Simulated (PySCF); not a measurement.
Electron correlation in V (vanadium, neutral)

[Ar] 3d5, high-spin 6S determinant (an excited configuration). All numbers are calculated (PySCF 2.14, the non-relativistic Hamiltonian (point nucleus), in def2-TZVPPD). Frozen: [Ne]; 13 electrons correlated.

| level | correlation energy (mhartree) |
| --- | --- |
| CCSD | -402.56 |
| (T) | -13.81 |
| CCSD(T) | -416.37 |

Diagnostics: T1 = 0.019, D1 = 0.0427, largest double amplitude 0.038.

Cost of the coupled-cluster step: roughly 30 core-seconds, for 13 correlated electrons.

Iterations:

```
CC2 = 0
CCSD nocc = (np.int64(9), np.int64(4)), nmo = (62, 62)
frozen orbitals [[0, 1, 2, 3, 4], [0, 1, 2, 3, 4]]
max_cycle = 100
direct = 0
conv_tol = 1e-08
conv_tol_normt = 1e-06
diis_space = 8
diis_start_cycle = 0
Init t2, MP2 energy = -0.41207344996308
Init E_corr(UCCSD) = -0.412073450155587
cycle = 1  E_corr(UCCSD) = -0.390213071784318  dE = 0.0218603784  norm(t1,t2) = 0.115965
cycle = 2  E_corr(UCCSD) = -0.40476102774707  dE = -0.014547956  norm(t1,t2) = 0.0547596
cycle = 3  E_corr(UCCSD) = -0.402404435262483  dE = 0.00235659248  norm(t1,t2) = 0.0443287
cycle = 4  E_corr(UCCSD) = -0.402419345654354  dE = -1.49103919e-05  norm(t1,t2) = 0.00907168
cycle = 5  E_corr(UCCSD) = -0.402638653034046  dE = -0.00021930738  norm(t1,t2) = 0.00174621
cycle = 6  E_corr(UCCSD) = -0.402582021135429  dE = 5.66318986e-05  norm(t1,t2) = 0.000379527
cycle = 7  E_corr(UCCSD) = -0.40255658597269  dE = 2.54351627e-05  norm(t1,t2) = 0.000153355
cycle = 8  E_corr(UCCSD) = -0.402558899652929  dE = -2.31368024e-06  norm(t1,t2) = 4.5119e-05
cycle = 9  E_corr(UCCSD) = -0.402560055261183  dE = -1.15560825e-06  norm(t1,t2) = 7.84595e-06
cycle = 10  E_corr(UCCSD) = -0.402559907899955  dE = 1.47361228e-07  norm(t1,t2) = 2.8002e-06
cycle = 11  E_corr(UCCSD) = -0.402559884196716  dE = 2.37032394e-08  norm(t1,t2) = 3.84555e-07
cycle = 12  E_corr(UCCSD) = -0.402559864130267  dE = 2.00664484e-08  norm(t1,t2) = 1.29235e-07
cycle = 13  E_corr(UCCSD) = -0.402559866226167  dE = -2.09589962e-09  norm(t1,t2) = 2.08657e-08
UCCSD converged
E(UCCSD) = -943.1492369033791  E_corr = -0.402559866226167
UCCSD(T) correction = -0.0138115627308019
```

This basis was not built for core-valence correlation, so the inner-shell part is incomplete.
